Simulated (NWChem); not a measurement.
C2H2BrI; SMILES Br/C=C\I

Results from NWChem. STO-3G and 3-21G are far too small for this property and stand as cheap habits. Structure relaxed at the PBE0/def2-SVP level. def2 effective core potentials on I; no spin-orbit coupling. B3LYP is NWChem's, with the RPA form of VWN correlation. Field at 589 nm.

```csv
level,isotropic polarisability (bohr³),anisotropy (bohr³)
"B3LYP/STO-3G (all-electron, non-relativistic)",?,?
B3LYP/def2-SVP (core potentials),62.4,50.2
B3LYP/def2-SVPD (core potentials),86.0,48.5
```

Question: Complete the blanks.

Answer: 
- B3LYP/STO-3G (all-electron, non-relativistic), isotropic polarisability (bohr³): 28.0
- B3LYP/STO-3G (all-electron, non-relativistic), anisotropy (bohr³): 37.5
